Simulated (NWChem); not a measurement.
Everything below was run with NWChem. System: Cl$_{3}$In, charge 0, spin multiplicity 1, at a geometry optimised with PBE0/def2-SVP with def2 effective core potentials on In. The structure started from a generated list of species. Level: G0W0@PBE/def2-SVP with def2 effective core potentials on In, RI basis def2-svp-rifit, no spin-orbit coupling.

Output (cleaned and shortened):

```
             Northwest Computational Chemistry Package (NWChem) 7.3.0
             --------------------------------------------------------

                                NWChem Input Module
                                -------------------

 Scaling coordinates for geometry "geometry" by  1.889725989
 (inverse scale =  0.529177249)

 Turning off AUTOSYM since
 SYMMETRY directive was detected!

                             Geometry "geometry" -> ""
                             -------------------------

 Output coordinates in angstroms (scale by  1.889725989 to convert to a.u.)

  No.       Tag          Charge          X              Y              Z
 ---- ---------------- ---------- -------------- -------------- --------------
    1 In                  49.0000     0.00000000     0.00000000    -0.00000100
    2 Cl                  17.0000     0.00000000     0.00000000     2.32089900
    3 Cl                  17.0000    -2.00996200     0.00000000    -1.16044800
    4 Cl                  17.0000     2.00996200     0.00000000    -1.16044800

 Effective nuclear repulsion energy (a.u.)     683.9155394392

            Nuclear Dipole moment (a.u.)
            ----------------------------
        X                 Y               Z
 ---------------- ---------------- ----------------
     0.0000000000     0.0000000000     0.0000037795

      Symmetry information
      --------------------

 Group name             C2v
 Group number             16
 Group order               4
 No. of unique centers     3

      Symmetry unique atoms

     1    2    3


 Summary of "ao basis" -> "" (spherical)
 ------------------------------------------------------------------------------
       Tag                 Description            Shells   Functions and Types
 ---------------- ------------------------------  ------  ---------------------
 *                          def2-svp                  on all atoms

 Summary of "ri basis" -> "" (spherical)
 ------------------------------------------------------------------------------
       Tag                 Description            Shells   Functions and Types
 ---------------- ------------------------------  ------  ---------------------
 *                       def2-svp-rifit               on all atoms

  pbe96 is a nonlocal functional; adding pw91lda local functional.

                                 NWChem DFT Module
                                 -----------------

 Summary of "ao basis" -> "ao basis" (spherical)
[...]
  ----- ------------  ---------------      ----- ------------  ---------------
    16      1.000588  1 In pz                13      0.497866  1 In pz
    30     -0.451587  2 Cl s                 39      0.295946  2 Cl pz
    55      0.245803  3 Cl px                73     -0.245803  4 Cl px
    48      0.225792  3 Cl s                 66      0.225792  4 Cl s
    29     -0.205401  2 Cl s                 28      0.138422  2 Cl s

 center of mass
 --------------
 x =   0.00000000 y =   0.00000000 z =  -0.00000009

 moments of inertia (a.u.)
 ------------------
        1008.979608730471           0.000000000000           0.000000000000
           0.000000000000        2017.964611264971           0.000000000000
           0.000000000000           0.000000000000        1008.985002534500

     Multipole analysis of the density
     ---------------------------------

     L   x y z        total         alpha         beta         nuclear
     -   - - -        -----         -----         ----         -------
     0   0 0 0     -0.000000    -36.000000    -36.000000     72.000000

     1   1 0 0      0.000000      0.000000      0.000000      0.000000
     1   0 1 0      0.000000      0.000000      0.000000      0.000000
     1   0 0 1     -0.000008     -0.000032     -0.000032      0.000057

     2   2 0 0    -47.931854   -269.223421   -269.223421    490.514988
     2   1 1 0     -0.000000     -0.000000     -0.000000      0.000000
     2   1 0 1     -0.000000     -0.000000     -0.000000      0.000000
     2   0 2 0    -42.345177    -21.172589    -21.172589      0.000000
     2   0 1 1     -0.000000     -0.000000     -0.000000      0.000000
     2   0 0 2    -47.931857   -269.222112   -269.222112    490.512366

 Task  times  cpu:        5.7s     wall:        5.7s

                                NWChem Input Module
                                -------------------

                                 NWChem GW Module
                                 ----------------

                             ***********************
                             ***        GW       ***
                             ***********************

 Summary of "ri basis" -> "ri basis" (spherical)
 ------------------------------------------------------------------------------
       Tag                 Description            Shells   Functions and Types
 ---------------- ------------------------------  ------  ---------------------
 In                      def2-svp-rifit             30      114   9s8p7d4f2g
 Cl                      def2-svp-rifit             20       62   8s5p5d2f

                 Memory Information
                 ------------------
          Available GA per process is          1700.0 MBs
          Available stack per process is        700.0 MBs
          Available heap per process is           0.0 MBs

          Peak memory in Initialization
              Peak GA per process is                  7.5 MBs
              Peak stack per process is               0.0 MBs
              Peak heap per process is                8.0 MBs
              Memory not in MA per process            0.0 MBs

          Peak memory in AFF Calculation
              Peak GA per process is                 29.6 MBs
              Peak stack per process is              19.1 MBs
              Peak heap per process is                0.0 MBs
              Memory not in MA per process           19.1 MBs

          Computing 2-center integrals
          Computing Inverse Cholesky factor
          Computing 3-center integrals
          Computing V_xc ...

          Computing Sigma_x
          Computing RPA polarizability
          Solving quasiparticle equations

                  Alpha Orbitals
          State     Energy (eV)     Error (eV)
          -----------------------------------
@GW        33        -10.380           0.002
@GW        34        -10.315           0.002
@GW        35        -10.315           0.002
@GW        36        -10.242           0.002
@GW        37         -0.199           0.002
@GW        38          0.420           0.002

   Applying  -2.4738 eV scissor-shift to rest of particle states

   Applying   3.6214 eV scissor-shift to rest of hole states

     GW Timing Statistics
   ------------------------
   Init.   :          0.1s
     ERIs  :          0.6s
     Distr.:          0.0s
     Vxc   :          0.2s
   Sigma_x :          0.0s
   RPA     :          1.1s
   Wmn     :          0.0s
   Sigma_c :          0.0s
   GW total:          2.0s

 Task  times  cpu:        2.0s     wall:        2.0s

 Total times  cpu:        7.8s     wall:        7.8s
```

### Question
Write an NWChem input that would produce this output.

### Answer
Several could match; the one computed here: 
```
start mol
memory heap 200 mb stack 700 mb global 1700 mb
geometry units angstroms nocenter noautoz
  In     0.000000     0.000000    -0.000001
  Cl     0.000000     0.000000     2.320899
  Cl    -2.009962     0.000000    -1.160448
  Cl     2.009962     0.000000    -1.160448
  symmetry group C2v
end
basis spherical
  * library def2-svp
end
ecp
  In library def2-ecp
end
basis "ri basis" bse spherical
  * library def2-svp-rifit
end
dft
  xc xpbe96 cpbe96
  iterations 100
  direct
  tolerances tight
end
task dft energy
gw
  states alpha occ 4 vir 2
end
task dft gw
```
